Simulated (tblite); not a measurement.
C₇H₁₄N₂.
Structure used (GFN2-xTB), in Å, numbered top down from 1:
```
atom  x, y, z in Å
C1     2.7801   -1.7268    1.1924
C2     3.1933   -0.6185    0.2737
N3     2.4330    0.2196   -0.2871
N4     1.1722    0.4269   -0.1062
C5     0.1864    0.0083   -0.7728
C6    -1.2044    0.5184   -0.5186
C7    -1.1930    1.6002    0.5599
C8    -1.7583    1.0904   -1.8294
C9    -2.0751   -0.6638   -0.0710
H10    1.6951   -1.7826    1.2588
H11    3.1688   -2.6787    0.8321
H12    3.1859   -1.5545    2.1893
H13    4.2498   -0.5033    0.0696
H14    0.2885   -0.7421   -1.5630
H15   -0.7998    1.2018    1.4910
H16   -0.5612    2.4294    0.2539
H17   -2.2003    1.9710    0.7339
H18   -1.7700    0.3287   -2.6061
H19   -2.7751    1.4481   -1.6830
H20   -1.1443    1.9214   -2.1689
H21   -3.1062   -0.3433    0.0594
H22   -1.7155   -1.0642    0.8745
H23   -2.0544   -1.4596   -0.8131
```

Computed values, GFN2-xTB/tblite, gas phase, harmonic and unscaled. This tight-binding method is rough: wavenumbers can miss measured ones by several per cent, in bad cases by 10 to 20. One conformer, not necessarily the lowest.

Harmonic wavenumbers (cm⁻¹): 32.5, 78.3, 93.0, 105.5, 153.2, 177.4, 231.8, 235.6, 283.0, 301.2, 321.8, 340.1, 390.5, 448.4, 502.0, 541.9, 638.5, 789.7, 824.8, 858.1, 946.0, 956.1, 961.4, 965.4, 966.7, 1006.2, 1031.4, 1040.6, 1082.2, 1104.9, 1222.6, 1226.8, 1285.0, 1302.5, 1342.1, 1387.9, 1400.8, 1403.2, 1424.1, 1470.5, 1476.4, 1483.3, 1492.6, 1494.3, 1498.6, 1504.7, 1512.5, 1711.1, 1759.3, 2887.0, 2996.5, 3012.1, 3023.4, 3027.3, 3028.2, 3031.4, 3032.8, 3034.9, 3037.8, 3039.3, 3048.3, 3050.7, 3054.4.

A = 3215, B = 799.5, C = 753.9 MHz; mass 126.116 u (most abundant isotopes); point group C1, symmetry number 1.

Task: What is the zero-point energy?

Result: Half the sum of the wavenumbers: 43555 cm⁻¹ = 521.03 kJ/mol.

Task: Entropy at 500 K, 1 bar (ideal gas, RRHO, classical rotation)?

Result: Translation 179.93, rotation 129.86, vibration 248.64: S = 558.4 J/(mol K).

Task: And Cp and H(500 K) − H(0)?

Result: Cp = 270.33 J/(mol K), of which vibrations give 237.07 (their classical limit is 63 R = 523.8); H(500 K) − H(0) = 79.09 kJ/mol without the zero-point energy, 62.46 from vibrations.

Task: How do the functions run with temperature in this model?

Result: 
```csv
T (K),S (J/(mol K)),Cp (J/(mol K)),H − H(0) (kJ/mol),G − H(0) (kJ/mol),ln q(vib)
50,250.5,60.0,2.21,-10.31,0.75
100,301.7,90.5,5.99,-24.17,2.25
298.15,442.8,181.8,33.19,-98.85,8.68
373.15,487.4,216.4,48.12,-133.74,11.02
750,684.3,350.5,157.36,-355.85,22.18
1000,793.1,405.0,252.22,-540.84,29.02
```

q(vib) and H(0) count from the zero-point level.

Task: Blend soft modes into free rotors: weight 1/[1 + (100 cm⁻¹/ν̃)⁴] for the oscillator and the rest for a rotor with moment μB/(μ + B), μ = h/(8π²ν), B = 10⁻⁴⁴ kg m². What vibrational entropy results?

Result: 229.92 J/(mol K) in place of 248.64, which changes −T·S at 500 K by +9.36 kJ/mol.

Task: Which modes carry the vibrational entropy at 500 K?

Result: 32.5 cm⁻¹: 28.02; 78.3 cm⁻¹: 20.72; 93.0 cm⁻¹: 19.30; 105.5 cm⁻¹: 18.26; 153.2 cm⁻¹: 15.19; 177.4 cm⁻¹: 13.99 J/(mol K); the other 57 give 133.15 together.

Task: What must be added to the electronic energy to get the Gibbs energy at 500 K and 1 bar?

Result: ZPE + [H(500 K) − H(0)] − T·S = 521.03 + 79.09 − 279.21 = 320.91 kJ/mol.

Hindered rotation and anharmonicity are outside this model. Other conformers, if any are populated, would add a mixing term that is left out. The structure is chiral; the term R ln 2 for an equal mix with its mirror image is left out.
